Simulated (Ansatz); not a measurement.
Gas-phase electronic energies from Ansatz, PBE0-D4/def2-TZVP geometries. CBS: MP2 limit from def2 TZ/QZ plus the TZ coupled-cluster correction, frozen cores. This one scheme is used for every species. DFT in def2-TZVPP. B3LYP here is the variant with VWN-RPA as its local correlation; programs differ in this. Triplets are unrestricted, without spin–orbit coupling. For Ga outer-core shells are correlated without core-valence functions, which leaves a few kJ/mol of doubt a bond. Scalar relativity is left out up to krypton. One conformer a species, not always the lowest.

Reaction (formal loss of a carbene): `C[NH][GaH][CH3]` → `[CH2]` (triplet) + `C[NH][GaH2]`

```tsv
level	ΔE (kcal/mol)	difference from CCSD(T)/CBS
LDA (SPW92)	128.1	15.2
PBE0-D4	111.0	-1.9
BHLYP-D4	107.0	-5.9
BLYP	106.8	-6.1
B3LYP	107.6	-5.3
MP2/def2-SVP	108.4	-4.5
CCSD(T)/def2-SVP	105.4	-7.5
MP2/def2-TZVPP	113.4	0.5
MP2/def2-QZVPP	115.2	2.3
CCSD/CBS(def2)	110.1	-2.8
CCSD(T)/CBS	112.9	0
```

Largest T1 diagnostic among the species: 0.015.

From BLYP to BHLYP (50 % exact exchange), in def2-TZVPP and without D4, ΔE moves by −1.6 kcal/mol. At CCSD(T), def2-SVP lies −7.5 kcal/mol from the extrapolated value and def2-TZVPP −3.3 kcal/mol.
